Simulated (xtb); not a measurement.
Al(Cl)2(Me) (CH3AlCl2), SMILES [CH3][Al]([Cl])[Cl]. All values are semi-empirical tight-binding results from xtb (GFN2-xTB unless named), good for trends rather than for accurate numbers. The structure is a stationary point at GFN2-xTB.

Optimised geometry:

Bonded distances (Å): Al1–Cl2 2.036, Al1–Cl3 2.036, Al1–C4 1.989, C4–H5 1.092, C4–H6 1.093, C4–H7 1.091. Bond angles (°): Cl2–Al1–Cl3 117.7, Cl2–Al1–C4 121.3, Cl3–Al1–C4 121.0, Al1–C4–H5 111.7, Al1–C4–H6 111.5, Al1–C4–H7 111.9, H5–C4–H6 106.3, H5–C4–H7 108.2, H6–C4–H7 106.9.
Charge 0, spin multiplicity 1.

For metal compounds this method's bond lengths and energies can be far off.

| Quantity | Value |
|---|---|
| orbital gap | 4.46 eV |
| zero-point energy | 23.5 kcal/mol |
| G − E(el) at 298.15 K (modified RRHO) | 3.2 kcal/mol |

Computed atomic charges and the Wiberg bond orders between heavy atoms:
charges (e) Al1 0.33, Cl2 -0.17, Cl3 -0.17, C4 -0.21, H5 0.07, H6 0.07, H7 0.07. Bond orders Al1–Cl2 1.31, Al1–Cl3 1.31, Al1–C4 1.03.
